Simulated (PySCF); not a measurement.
A species of formula C6H12N2 has this rotational fingerprint, computed with PBE0/pcSseg-1 in PySCF (dipole) on a GFN2-xTB geometry, gas phase:

| Item | Value |
| --- | --- |
| Rotational constants | A = 3067, B = 1356, C = 1047 MHz |
| Dipole components | \|μa\| = 0.55 D, \|μb\| = 1.78 D, \|μc\| = 0.47 D |
| Inertial defect | -54.46 u·Å² |
| κ | -0.69 |

Question: Which candidate fits, each taken in the one conformer that was computed?
A. `[CH2:1]=[CH:2]/[C:3]([CH2:4][CH2:5][CH3:6])=[N:7]/[NH2:8]` with C1–C2–C3–C4 -4°, C2–C3–C4–C5 91°, C3–C4–C5–C6 179°, C3–N7–N8–H 22° and 162°
B. `[CH2:1]=[CH:2][CH2:3][NH:4][N:5]=[C:6]([CH3:7])[CH3:8]` with C1–C2–C3–N4 131°, C2–C3–N4–N5 157°, C3–N4–N5–C6 159°
C. `[CH3:1][CH2:2][NH:3][CH2:4][CH2:5][CH2:6][C:7]#[N:8]` with C1–C2–N3–C4 177°, C2–N3–C4–C5 174°, N3–C4–C5–C6 -62°, C4–C5–C6–C7 -70°
D. `[CH2:1]=[CH:2][CH2:3][N:4]([CH2:5][CH3:6])[N:7]=[CH2:8]` with C1–C2–C3–N4 118°, C2–C3–N4–C5 -71°, C3–N4–C5–C6 -93°, C3–N4–N7–C8 178°
E. `[CH3:1][CH2:2][C:3]1=[N:4][N:5]([CH3:6])[CH2:7][CH2:8]1` with C1–C2–C3–N4 112°, C3–N4–N5–C6 -150°, N4–N5–C7–C8 15°, N5–C7–C8–C3 -12°, C2–C3–C8–C7 -176°
F. `[CH2:1]=[N:2]/[N:3]=[C:4](\[CH3:5])[CH:6]([CH3:7])[CH3:8]` with C1–N2–N3–C4 -101°, N3–C4–C6–C7 -128°

Answer: D. It is C=CCN(CC)N=C, an asymmetric top, point group C1. The candidates at the same level (rigid rotor, commonest isotopes):

```json
{"SMILES": "CCNCCCC#N", "A (MHz)": "3693", "B (MHz)": "918.6", "C (MHz)": "839.7", "μa (D)": "2.99", "μb (D)": "3.40", "μc (D)": "1.09", "Δ (u·Å²)": "-85.18", "point group": "C1", "rotor": "near-prolate asymmetric top"}
{"SMILES": "C=C/C(CCC)=N/N", "A (MHz)": "2129", "B (MHz)": "1626", "C (MHz)": "981.2", "μa (D)": "2.05", "μb (D)": "1.19", "μc (D)": "0.43", "Δ (u·Å²)": "-33.20", "point group": "C1", "rotor": "asymmetric top"}
{"SMILES": "C=CCNN=C(C)C", "A (MHz)": "6387", "B (MHz)": "785.6", "C (MHz)": "725.3", "μa (D)": "0.20", "μb (D)": "1.63", "μc (D)": "0.72", "Δ (u·Å²)": "-25.67", "point group": "C1", "rotor": "near-prolate asymmetric top"}
{"SMILES": "C=N/N=C(\\C)C(C)C", "A (MHz)": "4064", "B (MHz)": "1097", "C (MHz)": "1064", "μa (D)": "0.82", "μb (D)": "1.84", "μc (D)": "0.01", "Δ (u·Å²)": "-110.02", "point group": "C1", "rotor": "near-prolate asymmetric top"}
{"SMILES": "CCC1=NN(C)CC1", "A (MHz)": "4770", "B (MHz)": "1270", "C (MHz)": "1092", "μa (D)": "0.05", "μb (D)": "1.85", "μc (D)": "0.54", "Δ (u·Å²)": "-41.02", "point group": "C1", "rotor": "near-prolate asymmetric top"}
{"SMILES": "C=CCN(CC)N=C", "A (MHz)": "3067", "B (MHz)": "1356", "C (MHz)": "1047", "μa (D)": "0.55", "μb (D)": "1.78", "μc (D)": "0.47", "Δ (u·Å²)": "-54.46", "point group": "C1", "rotor": "asymmetric top"}
```

`CCC1=NN(C)CC1` has A 56 % too high; `C=N/N=C(\C)C(C)C` has A 33 % too high; `C=C/C(CCC)=N/N` has A 31 % too low; `CCNCCCC#N` has B 32 % too low; `C=CCNN=C(C)C` has A 108 % too high. No structure here is proved a minimum.
